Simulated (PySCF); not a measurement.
# HgB: frontier orbitals

PW91 at R = 2.374 Å; PySCF, scalar-relativistic core potentials, basis sets Hg cc-pVDZ-PP with ECP60, B cc-pVDZ. State: ²Π (doublet), unpaired electrons π ↑. Only the outer orbitals are listed, counted within each symmetry, core potentials removing the inner ones.

| spin | orbital | occ. | ε (eV) | on Hg (%) | main shells (%) |
| --- | --- | --- | --- | --- | --- |
| α | 4σ | 1 | -12.04 | 71 | 66 Hg d, 24 B s |
| α | 2π | 1 | -11.15 | 99 | 99 Hg d |
| α | 2π | 1 | -11.09 | 99 | 99 Hg d |
| α | 1δ | 1 | -10.92 | 100 | 100 Hg d |
| α | 1δ | 1 | -10.92 | 100 | 100 Hg d |
| α | 5σ | 1 | -9.76 | 55 | 44 B s, 31 Hg d, 22 Hg s |
| α | 6σ | 1 | -6.94 | 60 | 58 Hg s, 27 B s, 12 B p |
| α | 3π | 1 | -4.12 | 13 | 87 B p, 12 Hg p |
| α | 3π | 0 | -3.70 | 18 | 82 B p, 17 Hg p |
| α | 7σ | 0 | -3.35 | 38 | 61 B p, 24 Hg p, 13 Hg s |
| α | 4π | 0 | -1.02 | 89 | 89 Hg p, 10 B p |
| β | 4σ | 1 | -11.85 | 81 | 77 Hg d, 15 B s |
| β | 2π | 1 | -11.15 | 99 | 99 Hg d |
| β | 2π | 1 | -11.04 | 99 | 99 Hg d |
| β | 1δ | 1 | -10.90 | 100 | 100 Hg d |
| β | 1δ | 1 | -10.90 | 100 | 100 Hg d |
| β | 5σ | 1 | -9.30 | 58 | 41 B s, 35 Hg s, 20 Hg d |
| β | 6σ | 1 | -6.59 | 53 | 48 Hg s, 37 B s, 10 B p |
| β | 3π | 0 | -3.42 | 22 | 78 B p, 21 Hg p |
| β | 7σ | 0 | -3.15 | 37 | 62 B p, 26 Hg p, 11 Hg s |
| β | 3π | 0 | -2.57 | 40 | 60 B p, 39 Hg p |

Question: Which are the highest filled and the lowest empty level, where do they sit, and how wide is the gap?

Answer: Highest filled α 3π at -4.12 eV (in %: 87 B p, 12 Hg p); lowest empty α 3π at -3.70 eV (in %: 82 B p, 17 Hg p); the gap at PW91 is 0.42 eV. Both belong to one degenerate shell, split only by its one-sided filling, so this is no excitation gap.

- bond order (Mayer): 1.00
- ⟨S²⟩: 0.754
- charge on Hg (Mulliken, basis-dependent): 0.11
- charge on Hg (Löwdin, basis-dependent): 0.05
- dipole moment (positive dipole means Hg(−)B(+)): -1.22 D

Spin–orbit coupling is left out. The state is the lowest determinant that a PBE0 search found; another state may lie lower at other levels.
